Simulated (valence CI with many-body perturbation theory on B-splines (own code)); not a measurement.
Energy levels of Bi XXXIV

Calculated by relativistic CI+MBPT: four valence electrons over a frozen Dirac-Fock core [Kr] 4d10, a basis of 7 s, 7 p, 7 d, 7 f, 4 g, 2 h functions for each j, with the one-electron correlation potential Σ1, the two-electron term Σ2, the three-electron term Σ3, Breit, model QED; selected CI, second order for the rest, scaled by the run's own slope (own B-spline code, finite nucleus).

The last digits are not significant, and no measured levels were compared; by estimate large intervals hold to a few tenths of a per cent, small ones and those within an open d or f shell to about a per cent. Excitations out of the core, of the other parity, are not computed and may begin above about 204 eV (a cautious bound); beyond it only levels of the ground parity were kept, without lifetimes.

Levels 46 to 90 of 123, with energies above the lowest level, (4f5/2^4) J=4. "Leading %" is the weight of the configuration and term that name the level; weights of strongly mixed levels are sums over their largest components and can fall short. In the jj column 3d3/2^4 stands for four electrons in 3d with j = 3/2.

| No. | Configuration | Term | J | E (cm⁻¹) | Leading % | Second component | g | Leading jj |
| --- | --- | --- | --- | --- | --- | --- | --- | --- |
| 46 | 4f4 | 3H | 4 | 190570 | 39 | 22 % 4f4 3G | 1.081 | 4f5/2^2 4f7/2^2 (75 %) |
| 47 | 4f4 | 3F | 3 | 192490 | 54 | 24 % 4f4 3G | 1.033 | 4f5/2^2 4f7/2^2 (62 %) |
| 48 | 4f4 | 3H | 5 | 194420 | 58 | 21 % 4f4 3G | 1.071 | 4f5/2^2 4f7/2^2 (76 %) |
| 49 | 4f4 | 3H | 4 | 194630 | 32 | 28 % 4f4 3G | 0.977 | 4f5/2^3 4f7/2 (48 %) |
| 50 | 4f4 | 3I | 5 | 197100 | 30 | 28 % 4f4 1H | 1.045 | 4f5/2 4f7/2^3 (42 %) |
| 51 | 4f4 | 3F | 2 | 202110 | 41 | 25 % 4f4 3P | 1.117 | 4f5/2 4f7/2^3 (65 %) |
| 52 | 4f4 | 3D | 1 | 204980 | 55 | 34 % 4f4 3P | 0.788 | 4f5/2 4f7/2^3 (97 %) |
| 53 | 4f4 | 3L | 9 | 205860 | 67 | 33 % 4f4 3M | 1.074 | 4f5/2 4f7/2^3 (99 %) |
| 54 | 4f4 | 3G | 3 | 207300 | 35 | 29 % 4f4 3F | 1.058 | 4f5/2^2 4f7/2^2 (56 %) |
| 55 | 4f4 | 3F | 3 | 208910 | 42 | 30 % 4f4 3D | 1.120 | 4f5/2 4f7/2^3 (79 %) |
| 56 | 4f4 | 3H | 6 | 213360 | 47 | 24 % 4f4 3I | 1.068 | 4f5/2 4f7/2^3 (58 %) |
| 57 | 4f4 | 3G | 4 | 214570 | 57 | 16 % 4f4 3H | 1.019 | 4f5/2^2 4f7/2^2 (58 %) |
| 58 | 4f4 | 5D | 0 | 214600 | 43 | 37 % 4f4 3P |  | 4f5/2^2 4f7/2^2 (78 %) |
| 59 | 4f4 | 3K | 8 | 214950 | 50 | 50 % 4f4 1L | 1.058 | 4f5/2^2 4f7/2^2 (97 %) |
| 60 | 4f4 | 3F | 2 | 215030 | 52 | 21 % 4f4 1D | 0.966 | 4f5/2^2 4f7/2^2 (47 %) |
| 61 | 4f4 | 3K | 7 | 218870 | 70 | 29 % 4f4 3I | 1.049 | 4f5/2^2 4f7/2^2 (93 %) |
| 62 | 4f4 | 3H | 5 | 220570 | 44 | 26 % 4f4 3I | 1.028 | 4f5/2^2 4f7/2^2 (54 %) |
| 63 | 4f4 | 1G | 4 | 222200 | 41 | 24 % 4f4 3F | 1.037 | 4f5/2 4f7/2^3 (59 %) |
| 64 | 4f4 | 3G | 5 | 222490 | 42 | 22 % 4f4 3I | 1.082 | 4f5/2 4f7/2^3 (54 %) |
| 65 | 4f4 | 3H | 6 | 229630 | 38 | 31 % 4f4 1I | 1.066 | 4f5/2^2 4f7/2^2 (49 %) |
| 66 | 4f4 | 1K | 7 | 229710 | 55 | 40 % 4f4 3I | 1.048 | 4f5/2 4f7/2^3 (90 %) |
| 67 | 4f4 | 1D | 2 | 234410 | 51 | 17 % 4f4 3D | 1.036 | 4f5/2 4f7/2^3 (66 %) |
| 68 | 4f4 | 3F | 3 | 234590 | 56 | 22 % 4f4 3D | 1.121 | 4f5/2^2 4f7/2^2 (55 %) |
| 69 | 4f4 | 1N | 10 | 238620 | 70 | 30 % 4f4 3M | 1.026 | 4f5/2 4f7/2^3 (83 %) |
| 70 | 4f4 | 3F | 4 | 239040 | 39 | 18 % 4f4 3H | 1.153 | 4f5/2 4f7/2^3 (61 %) |
| 71 | 4f4 | 3K | 8 | 244490 | 41 | 30 % 4f4 1L | 1.061 | 4f7/2^4 (83 %) |
| 72 | 4f4 | 3F | 4 | 244570 | 37 | 33 % 4f4 1G | 1.143 | 4f5/2 4f7/2^3 (56 %) |
| 73 | 4f4 | 3P | 1 | 244680 | 67 | 17 % 4f4 3D | 1.322 | 4f5/2^2 4f7/2^2 (69 %) |
| 74 | 4f4 | 3H | 6 | 247600 | 45 | 24 % 4f4 3K | 1.094 | 4f5/2 4f7/2^3 (55 %) |
| 75 | 4f4 | 3G | 5 | 254560 | 33 | 32 % 4f4 3H | 1.058 | 4f5/2 4f7/2^3 (58 %) |
| 76 | 4f4 | 1I | 6 | 256010 | 44 | 37 % 4f4 3I | 1.028 | 4f5/2 4f7/2^3 (59 %) |
| 77 | 4f4 | 3G | 3 | 256150 | 60 | 27 % 4f4 3F | 0.910 | 4f5/2 4f7/2^3 (72 %) |
| 78 | 4f4 | 3G | 4 | 257940 | 32 | 29 % 4f4 3H | 1.020 | 4f5/2 4f7/2^3 (57 %) |
| 79 | 4f4 | 3D | 2 | 258810 | 46 | 25 % 4f4 3P | 1.158 | 4f5/2^2 4f7/2^2 (48 %) |
| 80 | 4f4 | 3G | 5 | 264300 | 44 | 36 % 4f4 3H | 1.099 | 4f5/2 4f7/2^3 (38 %) |
| 81 | 4f4 | 1D | 2 | 269280 | 35 | 27 % 4f4 3P | 1.107 | 4f7/2^4 (53 %) |
| 82 | 4f4 | 1L | 8 | 270600 | 49 | 47 % 4f4 3K | 1.055 | 4f5/2 4f7/2^3 (93 %) |
| 83 | 4f4 | 3G | 3 | 272260 | 46 | 23 % 4f4 3D | 1.003 | 4f5/2 4f7/2^3 (58 %) |
| 84 | 4f4 | 3I | 7 | 280010 | 70 | 23 % 4f4 3K | 1.101 | 4f5/2 4f7/2^3 (92 %) |
| 85 | 4f4 | 3G | 5 | 281300 | 41 | 23 % 4f4 1H | 1.074 | 4f7/2^4 (55 %) |
| 86 | 4f4 | 1D | 2 | 282700 | 37 | 30 % 4f4 3F | 1.036 | 4f7/2^4 (41 %) |
| 87 | 4f4 | 3F | 4 | 287200 | 43 | 37 % 4f4 1G | 1.086 | 4f5/2 4f7/2^3 (36 %) |
| 88 | 4f4 | 3H | 6 | 295720 | 42 | 41 % 4f4 1I | 1.063 | 4f5/2^2 4f7/2^2 (65 %) |
| 89 | 4f4 | 3H | 4 | 300510 | 31 | 29 % 4f4 1G | 1.011 | 4f5/2^2 4f7/2^2 (46 %) |
| 90 | 4f4 | 1F | 3 | 306760 | 56 | 34 % 4f4 3D | 1.105 | 4f5/2 4f7/2^3 (82 %) |

Where two levels of one J and parity lie close, their mixing, g and order are uncertain.
